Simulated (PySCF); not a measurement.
**Exact simulation of a proton spin system**

Molecule: `CCc1ccncc1`, C₇H₉N.

Geometry:
| atom | x (Å) | y (Å) | z (Å) |
| --- | --- | --- | --- |
| C1 | 2.322 | -0.090 | 0.588 |
| C2 | 1.447 | -0.282 | -0.648 |
| C3 | -0.010 | -0.061 | -0.354 |
| C4 | -0.595 | 1.205 | -0.455 |
| C5 | -1.940 | 1.364 | -0.125 |
| N6 | -2.721 | 0.371 | 0.289 |
| C7 | -2.169 | -0.836 | 0.387 |
| C8 | -0.835 | -1.102 | 0.082 |
| H9 | 3.384 | -0.255 | 0.351 |
| H10 | 2.218 | 0.929 | 0.993 |
| H11 | 2.038 | -0.792 | 1.387 |
| H12 | 1.768 | 0.414 | -1.440 |
| H13 | 1.588 | -1.299 | -1.047 |
| H14 | -0.008 | 2.063 | -0.793 |
| H15 | -2.408 | 2.353 | -0.204 |
| H16 | -2.824 | -1.647 | 0.726 |
| H17 | -0.443 | -2.118 | 0.179 |

Calculated, not measured (PySCF): geometry: PBE0-D3(BJ)/def2-SVP, B3LYP/pcSseg-1 with gauge-including orbitals, couplings computed with B3LYP/pcJ-1 (spin–dipole term only in couplings to heteroatoms). Non-relativistic Hamiltonian, one computed conformer, equivalent nuclei averaged, isolated molecule.

Referencing at the same level of theory: ¹H vs TMS.

The 9-spin Hamiltonian (Zeeman plus full scalar coupling among like nuclei) was diagonalised exactly; lines are Lorentzian, 0.5 Hz wide, and the maxima above 3 % are listed with the tallest set to 100.

Peak list at 500 MHz for the spins H9/H10/H11/H12/H13/H14/H15/H16/H17:
δ in ppm (height): 8.576 (32), 8.574 (13), 8.573 (14), 8.567 (14), 8.563 (32), 6.917 (17), 6.917 (26), 6.915 (20), 6.914 (14), 6.913 (13), 6.907 (13), 6.906 (14), 6.904 (20), 6.904 (26), 6.903 (17), 2.466 (9), 2.449 (26), 2.432 (27), 2.414 (9), 1.197 (49), 1.180 (100), 1.163 (47)

Extract the chemical shifts and coupling constants behind this pattern (give the signs of the calculation).

Answers


Shifts (ppm): H9/H10/H11 1.18, H12/H13 2.44, H14/H17 6.91, H15/H16 8.57.
Couplings (Hz): H9–H10, H9–H11, H10–H11: -13.9; H9–H12, H9–H13, H10–H12, H10–H13, H11–H12, H11–H13: 8.6; H12–H13: -13.5; H12–H14, H12–H17, H13–H14, H13–H17: -0.5; H12–H15, H12–H16, H13–H15, H13–H16: 0.2; H14–H15, H16–H17: 5.6; H14–H16, H15–H17: 0.9; H14–H17: 1.6; H15–H16: -0.8.
These are the parameters used. A line list fixes at most the relative signs, and those only where coupling is strong; other parameter sets or atom labellings may fit too, and couplings well below the line width leave little trace. Couplings within a CH3 group never show. Those between chemically equivalent but magnetically inequivalent protons (AA′, BB′) do shape the pattern.

Unscaled 3J(H,H) at this level run about 10 % above measured values.
